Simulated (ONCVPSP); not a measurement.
**An all-electron radial function and its pseudo partner (vanadium (V))**

Columns: radius, all-electron u(r) and pseudo u(r) of the 3p shell (level -43.95 eV) of vanadium in the configuration [Ne] 3s2 3p6 3d3 4s2; PBEsol, scalar-relativistic, ONCV scheme, ONCVPSP 4.0.1.

```csv
r (bohr),all-electron,pseudo
0.082,-0.3601,0.0281
0.165,-0.5510,0.1100
0.248,-0.3956,0.2355
0.330,-0.0771,0.3875
0.413,0.2715,0.5524
0.495,0.5702,0.7090
0.578,0.7991,0.8464
0.660,0.9499,0.9507
0.742,1.0348,1.0187
0.825,1.0666,1.0497
0.908,1.0578,1.0464
0.990,1.0212,1.0154
1.072,0.9663,0.9641
1.155,0.8997,0.8991
1.238,0.8276,0.8274
1.320,0.7549,0.7548
1.402,0.6833,0.6832
1.485,0.6139,0.6139
1.568,0.5487,0.5486
1.650,0.4890,0.4890
1.733,0.4337,0.4336
1.815,0.3840,0.3840
1.898,0.3387,0.3387
1.980,0.2986,0.2986
2.062,0.2628,0.2627
2.145,0.2305,0.2305
```

Problem. How many radial nodes do the two functions have?

Solution. The all-electron 3p function has n − l − 1 = 1; the pseudo-wave has 0, since the states of the same l below it are removed with the core.

Problem. At about which radius was the pseudo-wave matched?

Solution. 1.40 bohr. The columns agree to 0.0005 from 1.24 bohr on; several derivatives are matched, so the curves merge somewhat inside the radius.

Problem. Where does each function peak?

Solution. Outermost all-electron maximum near 0.82 bohr, pseudo maximum near 0.82 bohr (to the table’s step).

Problem. Is the pseudo-wave norm-conserving?

Solution. Yes: the ONCV scheme keeps the norm inside the radius equal to the all-electron one, which fixes the energy derivative of the logarithmic derivative at the level.
